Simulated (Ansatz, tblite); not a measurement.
Redistribution: CHBr2Cl + CClF3 → CHBrClF + CBrClF2

Gas-phase species: CHBr2Cl (chlorodibromomethane) `ClC(Br)Br`, singlet; CClF3 `FC(F)(F)Cl`, singlet; CHBrClF (bromochlorofluoromethane) `FC(Cl)Br`, singlet; CBrClF2 `FC(F)(Cl)Br`, singlet. The partners trade Br for F; both sit on C, so the bond types are kept.

Shapes, held fixed at every level: PBE0-D4/def2-TZVP. Programs: Ansatz 0.2.0, tblite 0.8.0. The zero-point and thermal change to 298 K, harmonic and unscaled (PBE0-D4/def2-TZVP), is -0.5 kJ/mol.

**The experiment to reproduce.** Tabulated heats of formation (Active Thermochemical Tables): CHBr2Cl -3.0; CClF3 -710.3; CHBrClF -231.8; CBrClF2 -442.2 kJ/mol, which give ΔH(298 K) = +39.3 kJ/mol.

| level | kind | ΔH (kJ/mol) | computed − measured |
| --- | --- | --- | --- |
| GFN2-xTB | semi-empirical | +20.3 | -19.0 |
| PBE-D4/def2-TZVPP | GGA | +29.9 | -9.4 |
| r2SCAN-D4/def2-TZVPP | meta-GGA | +33.7 | -5.6 |
| B3LYP-D4/def2-TZVPP | global hybrid | +33.6 | -5.7 |
| wB97M-V/def2-TZVPP | range-separated hybrid | +38.0 | -1.3 |
| B2PLYP/def2-TZVPP | double hybrid | +38.4 | -0.9 |
| MP2/def2-SVP | perturbation theory | +58.1 | +18.8 |
| MP2/def2-TZVPP | perturbation theory | +48.8 | +9.5 |
| CCSD(T)/def2-TZVPP | coupled cluster or CI | +44.4 | +5.1 |

Nearest: B2PLYP/def2-TZVPP (-0.9); farthest: GFN2-xTB (-19.0). 7 of 9 levels lie within 10 kJ/mol. Relativity is left out for Br. Outer-core shells of Br are correlated, in sets that cover them unevenly.
